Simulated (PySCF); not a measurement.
Species: C5H7SSi2 (doublet state).
SMILES with atom numbers: `[CH:1]#[C:2][Si:3]([C:4]#[C:5][CH3:6])[S:7][SiH3:8]` (hydrogens: H9 on C1; H10, H11, H12 on C6; H13, H14, H15 on Si8)

Geometry (GFN2-xTB, Å), atoms numbered from 1 in this order:
```xyz
15
C5H7SSi2 angstrom
C      0.9821    3.3661    0.3710
C      0.6677    2.3865   -0.2585
Si     0.2528    1.0293   -1.4209
C     -1.1235   -0.0081   -0.8113
C     -2.0693   -0.7280   -0.5879
C     -3.1884   -1.5790   -0.2613
S      2.0066   -0.1596   -1.9365
Si     2.7927   -0.6912   -0.0289
H      1.2471    4.1984    0.9574
H     -4.1160   -1.1202   -0.6043
H     -3.0712   -2.5465   -0.7494
H     -3.2469   -1.7316    0.8167
H      1.7550   -1.4021    0.7072
H      3.9197   -1.5375   -0.3788
H      3.1870    0.5314    0.6579
```

The hyperfine couplings belong to this conformer and change with its torsions.

Method: UKS B3LYP, pcH-1 on C H S Si, non-relativistic, mean-field spin-orbit, GIAO in PySCF 2.14.0. The structure is a single GFN2-xTB conformer in the gas phase; no vibrational or solvent corrections. Couplings are sensitive to structure, and on GFN2-xTB geometries they can be far from those on DFT ones, by a factor of two or more for some ions and for spin on atoms past the first row. Stability of the SCF solution: not tested.

Q: The isotropic 29Si couplings are -707.1, -24.0 MHz. Assign them to Si3; Si8.

A: 
```csv
site,a_iso (MHz),ρ(0) (bohr⁻³),position,distance from Si3 (Å),spin population,largest |T| (MHz)
Si3,-707.1,+0.7967,largest spin population,0.00,+0.80,144.1
Si8,-24.0,+0.0270,2 bonds from Si3,3.37,+0.02,7.5
```

Q: Match the computed a_iso(1H) values +11.6, -10.3, +5.6 MHz (means over equivalent nuclei) with the sites H9; H10/H11/H12; H13/H14/H15.

A: 
```
       site  a_iso (MHz)  ρ(0) (bohr⁻³)                                          position  distance from Si3 (Å)  bound to  spin population there  largest |T| (MHz)
         H9        -10.3        -0.0023  3 bonds from Si3, on C1 of spin population +0.15                   4.09        C1                  +0.15                6.7
H10/H11/H12        +11.6        +0.0026                                  4 bonds from Si3                   4.95        C6                  -0.01                2.0
H13/H14/H15         +5.6        +0.0013                                  3 bonds from Si3                   3.93       Si8                  +0.02                1.6
```

ρ(0) is the spin density at the nucleus and T the dipolar tensor; a_iso includes a spin–orbit part; entries for several nuclei are means. The Mulliken spin populations are largest on Si3 (+0.80), C1 (+0.15), C5 (+0.14) and C2 (-0.07). The angles at Si3 add up to 336.1°, so it is pyramidal.

The spin density at the nucleus, in bohr⁻³, is negative for C6 (-0.0043) and H9 (-0.0023), for instance. A restricted open-shell determinant has no negative spin density anywhere; here it arises because α and β orbitals differ (spin polarisation).

Means are taken over nuclei equivalent by connectivity, which assumes that they swap fast. The three 1H nuclei of mean +5.6 MHz run from -1.6 to 19.6 MHz in the frozen geometry. The three 1H nuclei of mean +11.6 MHz run from 1.3 to 18.1 MHz in the frozen geometry.

Hardware: one thread, Arm Neoverse V1 (aarch64), on a shared host. Cost: 2.3 min of wall time (grids of density and orbitals included), 1.1 GiB resident at most.
